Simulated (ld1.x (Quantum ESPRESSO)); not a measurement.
## Ranking TM potentials for iridium

All share these settings but for the change named:

| Property | Result |
| --- | --- |
| Element | iridium |
| Generator | ld1.x (Quantum ESPRESSO) 7.5 |
| Type | norm-conserving Troullier–Martins (Kleinman–Bylander form) |
| Functional | PBE |
| Relativity | scalar-relativistic |
| Frozen core | [Xe] 4f14 |
| Valence charge | 9 |
| Reference configuration | 5d7 6s1.5 6p0 (charge +0.5) |
| Partial waves | 6p (bound, empty): rc 3.55 bohr; 5d (bound): rc 1.30 bohr; 6s (bound): rc 2.20 bohr |
| Local potential | the s channel |
| Core correction | Bessel-smoothed model core, default radius (core density twice the valence density) |

Cutoff: the first of the cutoffs (Ry, on a coarse ladder) from which the occupation-weighted sum of valence levels, in a spherical-Bessel basis at the reference potential, stays within 10 and 1 mRy of its value at 400 Ry; the density cutoff is not measured.

The base gives 40 Ry.

Of 7 variants that were run, those that failed, showed a ghost or another fault, or gave nearly equal values are left out.

A variant can come out equal or close to the base.

(1) Rank these variants from softest to hardest (loose cutoff).
A. wave 5d (bound): rc 1.30 bohr becomes 5d (bound): rc 1.04 bohr
B. all radii but the core radius scaled by about 0.89 (s 1.96, p 3.16, d 1.16 bohr)
C. functional LDA (PZ)

## Answers

(1) C (40 Ry), B (90 Ry), A (160 Ry).
